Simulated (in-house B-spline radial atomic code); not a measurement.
**Nb⁵⁺: [Ar] 3d10 4s2 4p6**

All numbers are computed (Dirac-Kohn-Sham PBE0, spherical fractional occupations; Fermi nucleus of rms radius 4.324 fm) with a radial B-spline atomic code at the basis-set limit, not measured.

Effective charges: Z_r = [3n² - l(l+1)]/(2<r>) from the radius, Z_e = n√(-2ε) from the energy, and Slater's rules. Values are occupation-weighted means over j. An effective charge above Z reflects the relativistic contraction of the inner shells.

```csv
shell,electrons,ε (eV),<r> (bohr),Z_r,Z_e,Slater
1s,2,-18939,0.03609,41.56,37.31,40.70
2s,2,-2723.4,0.1576,38.06,28.30,36.85
2p,6,-2438.4,0.1376,36.34,26.77,36.85
3s,2,-516.1,0.4419,30.55,18.48,29.75
3p,6,-422.04,0.4445,28.12,16.71,29.75
3d,10,-267.69,0.4319,24.31,13.31,19.85
4s,2,-123.08,1.125,21.34,12.03,13.25
4p,6,-96.484,1.229,18.72,10.65,13.25
```

The least bound orbital is 4p3/2 at -95.68 eV, and it is also the most diffuse (<r> = 1.236 bohr).

Spin-orbit splittings of the orbital energies (j = l + 1/2 above j = l - 1/2 when positive): 2p 95.93 eV, 3p 15.72 eV, 3d 2.923 eV, 4p 2.401 eV.

For the 1s electron the small component carries 2.23 % of the norm, the zero-frequency Breit interaction raises the level by 35.85 eV, self-energy by 19.5 eV, and vacuum polarisation lowers it by 2.215 eV.
